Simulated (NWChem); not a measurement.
System: GeHOF3; SMILES [OH][Ge]([F])([F])[F]

Here is an NWChem input.

```
start job
memory heap 200 mb stack 900 mb global 1100 mb
geometry units angstroms noautoz
  O      1.238828    -1.193874    -0.269957
  Ge    -0.000270    -0.017535    -0.000503
  F     -0.248785     0.997891    -1.352584
  F     -1.453548    -0.836456     0.331549
  F      0.354245     1.017921     1.312408
  H      2.109628    -0.813091    -0.437695
end
basis spherical
  * library def2-svpd
end
dft
  xc xcamb88 1.00 lyp 0.81 vwn_5 0.19 hfexch 1.00
  cam 0.33 cam_alpha 0.19 cam_beta 0.46
  iterations 150
end
tddft
  cis
  nroots 6
  notriplet
end
task tddft energy
```

All runs use the structure optimised with PBE0/def2-SVP.

Vertical excitations in the gas phase.

Question: What results follow from this input? (CAM-B3LYP/def2-SVPD, TDA.) Quantities: lowest excitation, singlet (eV); oscillator strength of that lowest state; lowest state with f > 0.02, singlet (eV); oscillator strength of that bright state; orbital gap (eV).

Answer: 
```yaml
lowest excitation, singlet (eV): 7.65
oscillator_strength_of_that_lowest_state: 0.032
lowest state with f > 0.02, singlet (eV): 7.65
oscillator_strength_of_that_bright_state: 0.032
orbital gap (eV): 11.64
```
